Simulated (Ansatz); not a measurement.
Correlation energies of C2H6Cl2Hf, SMILES `[CH3][Hf]([CH3])([Cl])[Cl]` by basis set

```xyz
11

C     1.287    1.110    0.527
Hf    0.208   -0.790    0.381
C    -1.496   -0.316   -0.910
Cl    1.573   -2.344   -0.722
Cl   -0.598   -1.358    2.508
H     0.648    1.888    0.963
H     2.184    1.029    1.151
H     1.603    1.455   -0.465
H    -2.117    0.469   -0.463
H    -2.137   -1.188   -1.084
H    -1.154    0.045   -1.888
```

Total charge 0; spin multiplicity 1. Correlated methods include outer-core shells of Hf, which these sets cover unevenly. Hf: def2 effective core potential. Geometry: relaxed with PBE0-D4/def2-TZVP. Frozen core, restricted reference, Ansatz.

| basis | HF (Eh) | MP2 corr. |
| --- | --- | --- |
| def2-SVP | -1045.52708 | -0.77867 |
| def2-TZVPP | -1045.94684 | -1.05852 |
| def2-QZVPP | -1045.97684 | -1.16859 |

**Question.** Estimate the CCSD correlation energy and the (T) correction in each basis where they were run (hartree).

**Answer.** 
```csv
basis,CCSD corr.,(T)
def2-SVP,-0.83203,-0.02496
def2-TZVPP,-1.11271,-0.04745
```
